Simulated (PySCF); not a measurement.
Bond stretch in MgO, singlet.

Computed with: UKS-B3LYP/3-21G = unrestricted B3LYP/3-21G in PySCF; UKS-B3LYP/LANL2DZ = unrestricted B3LYP/LANL2DZ, with its core potentials past Ne run with PySCF 2.14.0; RKS-BHandHLYP = restricted BHandHLYP/cc-pVTZ in PySCF; RKS-B3LYP/6-31G* = restricted B3LYP/6-31G*, spherical d (PySCF 2.14.0); UCCSD(T) = CCSD(T) on UHF/cc-pVTZ, 2 core orbitals frozen (PySCF).

Energies are in kcal/mol, each relative to the lowest point of its own curve near equilibrium.

```csv
R / Å,UKS-B3LYP/3-21G,UKS-B3LYP/LANL2DZ,RKS-BHandHLYP,RKS-B3LYP/6-31G*,UCCSD(T)
1.38,79.5,76.0,68.1,72.1,73.7
1.49,34.1,33.1,25.5,27.8,29.6
1.56,17.9,17.4,11.0,12.6,13.8
1.64,7.6,7.1,2.6,3.4,15.3
1.67,5.4,4.8,1.1,1.6,11.0
1.73,2.8,2.1,0.0,0.0,4.9
1.78,1.5,[?],[?],0.3,1.9
1.85,0.2,0.3,3.4,2.6,0.0
1.91,0.0,0.0,[?],5.7,0.0
2.03,[?],2.1,15.2,14.1,3.3
2.16,8.8,7.3,25.1,24.5,9.5
2.36,20.4,[?],39.4,40.5,21.5
2.61,34.3,31.0,53.9,57.5,36.6
2.87,45.1,42.4,65.1,71.0,49.9
3.14,52.1,50.7,73.5,81.1,56.7
3.50,57.3,57.4,81.1,90.1,59.1
3.83,60.0,—,85.5,95.4,59.5
4.22,61.9,—,88.9,99.6,59.6
4.66,63.2,—,91.1,102.5,59.6
5.20,64.1,—,92.5,104.5,59.7
6.03,64.6,—,[?],106.1,59.7
6.87,64.7,—,93.7,106.8,59.8
```

### Question
Fill in the missing entries.

### Answer

- 1.78, UKS-B3LYP/LANL2DZ: 1.0
- 1.78, RKS-BHandHLYP: 0.7
- 1.91, RKS-BHandHLYP: 6.8
- 2.03, UKS-B3LYP/3-21G: 2.9
- 2.36, UKS-B3LYP/LANL2DZ: 17.7
- 6.03, RKS-BHandHLYP: 93.4

Dashes: no converged value, or the column stops at the first point that the program doubted or that broke a chosen test of continuity, which isn't proof of a fault.

The unrestricted determinant behind UKS-B3LYP/3-21G is spin-contaminated at 1.38 to 6.87 Å (<S²> up to 1.0, against 0.00 for a pure singlet). The unrestricted determinant behind UKS-B3LYP/LANL2DZ is spin-contaminated at 1.38 to 6.87 Å (<S²> up to 1.8, against 0.00 for a pure singlet). The restricted form behind RKS-BHandHLYP, RKS-B3LYP/6-31G* keeps the bonding electrons paired and can't separate into open-shell fragments. The unrestricted determinant behind UCCSD(T) is spin-contaminated at 1.38 to 6.87 Å (<S²> up to 1.2, against 0.00 for a pure singlet).
